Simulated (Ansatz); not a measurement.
`OC(O)[SeH]` + `[CH3][Ti]([F])([F])[F]` → `[F][Ti]([F])([F])[SeH]` + `CC(O)O`  (formal exchange of groups at the Se–C bond)

Gas-phase electronic energies from Ansatz, PBE0-D4/def2-TZVP geometries. CBS: MP2 limit from def2 TZ/QZ plus the TZ coupled-cluster correction, frozen cores. Functionals use def2-TZVPP. For Se, Ti outer-core shells are correlated without core-valence functions, which leaves a few kJ/mol of doubt a bond. Scalar relativity is left out up to krypton. Each species was taken in one conformer, which may not be the lowest.

```json
{"level": "B97M-V", "ΔE (kJ/mol)": "-146.6"}
{"level": "CAM-B3LYP-D4", "ΔE (kJ/mol)": "-143.5"}
{"level": "r2SCAN", "ΔE (kJ/mol)": "-146.9"}
{"level": "MP2/def2-QZVPP", "ΔE (kJ/mol)": "-149.2"}
```

Task: What does CCSD(T)/CBS give? (Best estimate.)

Result: The calculation gave: -141.7 kJ/mol. The listed levels differ from it by -4.9, -1.8, -5.2, -7.5 kJ/mol.

Largest T1 diagnostic among the species: 0.023, so the coupled-cluster value is less sure than usual.

Leaving LDA and LC-ωPBE aside and taking each functional with its dispersion term where it has one, the values, not all of them listed here, spread over 13.5 kJ/mol, from B2PLYP to ωB97M-V. LDA lies −5.5 kJ/mol from PBE without D4. At CCSD(T), def2-SVP lies −24.1 kJ/mol from the extrapolated value and def2-TZVPP −5.6 kJ/mol.
